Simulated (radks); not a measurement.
Values are calculated unless marked as measured or tabulated.
Pt+, configuration [Xe] 4f14 5d9 (the NIST ground configuration).

Level of theory: Dirac Kohn-Sham, PBE, spin-unpolarised, spherical densities, point nucleus; open shells fill j = l - 1/2 first (a radial shooting solver on a logarithmic mesh with Libxc functionals).

Energy parts (Ry):
part                       energy
total                 -36892.8801
kinetic                42226.8482
electron-nucleus      -92736.8599
Hartree                14331.1809
exchange-correlation    -714.0493

Orbitals (lengths in bohr, moments of r in powers of bohr; <r^-3> diverges for s and p1/2; r(90%) holds 90 % of the orbital's charge):
orbital	occ.	eigenvalue (Ry)	<r^-3>	r(90%)	<r>	small-component weight
1s1/2	2	-5756.616	-	0.0313	0.01714	8.76e-02
2s1/2	2	-1010.958	-	0.112	0.07168	2.00e-02
2p1/2	2	-968.8171	-	0.0984	0.05906	2.01e-02
2p3/2	4	-841.7203	19610	0.110	0.06749	1.79e-02
3s1/2	2	-237.8955	-	0.274	0.1865	6.66e-03
3p1/2	2	-219.0138	-	0.266	0.1768	6.61e-03
3p3/2	4	-191.0745	4536	0.288	0.1923	5.98e-03
3d3/2	4	-159.6999	790.5	0.261	0.1676	5.86e-03
3d5/2	6	-153.6794	659.1	0.267	0.1723	5.69e-03
4s1/2	2	-51.58433	-	0.596	0.4149	2.24e-03
4p1/2	2	-43.57836	-	0.607	0.4179	2.15e-03
4p3/2	4	-36.92482	1083	0.656	0.4518	1.91e-03
4d3/2	4	-23.83050	168.4	0.690	0.4617	1.71e-03
4d5/2	6	-22.59343	137.3	0.706	0.4729	1.65e-03
4f5/2	6	-5.87092	27.94	0.828	0.5127	1.27e-03
4f7/2	8	-5.61712	26.56	0.840	0.5200	1.24e-03
5s1/2	2	-8.06336	-	1.37	0.9540	5.50e-04
5p1/2	2	-5.51664	-	1.50	1.036	4.66e-04
5p3/2	4	-4.42280	174.2	1.66	1.137	3.93e-04
5d3/2	4	-1.10964	14.26	2.52	1.607	2.02e-04
5d5/2	5	-1.00911	11.07	2.64	1.679	1.86e-04

The highest occupied level is 5d5/2 at -13.730 eV. For comparison, the ionisation energy in NIST's Atomic Spectra Database is 18.6 eV (measured). In exact Kohn-Sham theory the highest level is minus the ionisation energy, but local and semilocal functionals leave it too shallow, through self-interaction and a potential that decays too fast; potentials with the right tail come closer.

Beside tabulated values, note that spin-unpolarised runs miss the spin-polarisation part of the exchange energy of open shells.
